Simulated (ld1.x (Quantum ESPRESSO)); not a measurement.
## Reading a pseudo-wave (Cu)

Columns: radius, all-electron u(r) and pseudo u(r) of the 3d shell (level -7.30 eV) of copper in the configuration [Ar] 3d10 4s0 4p1; BP86, scalar-relativistic, PAW scheme, ld1.x (Quantum ESPRESSO) 7.5.

```
r (bohr)  all-electron  pseudo
   0.115        0.1395  0.0025
   0.230        0.4761  0.0195
   0.345        0.7593  0.0613
   0.460        0.9189  0.1316
   0.575        0.9737  0.2263
   0.690        0.9612  0.3343
   0.805        0.9131  0.4405
   0.920        0.8492  0.5296
   1.035        0.7808  0.5900
   1.150        0.7133  0.6163
   1.265        0.6496  0.6103
   1.380        0.5908  0.5797
   1.495        0.5370  0.5355
   1.610        0.4882  0.4882
   1.725        0.4440  0.4440
   1.840        0.4041  0.4041
   1.955        0.3680  0.3680
   2.070        0.3354  0.3354
   2.185        0.3059  0.3059
   2.300        0.2792  0.2792
   2.415        0.2550  0.2550
   2.530        0.2331  0.2331
   2.645        0.2132  0.2132
   2.760        0.1951  0.1951
   2.875        0.1787  0.1787
   2.990        0.1637  0.1637
```

(1) How many radial nodes do the two functions have?

(2) At about which radius was the pseudo-wave matched?

(3) Is the pseudo-wave norm-conserving?

## Answers

(1) The all-electron 3d function has n − l − 1 = 0; the pseudo-wave has 0.

(2) 1.70 bohr, where the columns begin to agree (steps of 0.12 bohr).

(3) No, it belongs to a PAW set: the norm inside the radius is not constrained, and the difference is carried by the augmentation charge.
